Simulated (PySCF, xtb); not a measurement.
C₂H₈InN, SMILES C[N](C)[InH2].

Harmonic wavenumbers (cm⁻¹) from GFN2-xTB (xtb) at its own minimum, in rising order: 130, 149, 192, 252, 255, 267, 351, 370, 457, 566, 954, 1052, 1089, 1112, 1193, 1219, 1403, 1409, 1443, 1457, 1462, 1491, 1498, 1555, 2824, 2825, 2884, 2890, 2910, 2911.

What does PBE-D3(BJ)/def2-SVP (PySCF 2.14.0) give at its own minimum? (Estimate from the structure and the level; the computed values follow.)

160, 195, 223, 263, 285, 287, 390, 460, 499, 541, 982, 1049, 1071, 1111, 1214, 1229, 1377, 1392, 1398, 1400, 1425, 1445, 1747, 1770, 2867, 2874, 2909, 2919, 3038, 3038. Paired by order, the mean absolute difference is 51 cm⁻¹ and the zero-point energies are 55.1 and 56.6 kcal/mol.
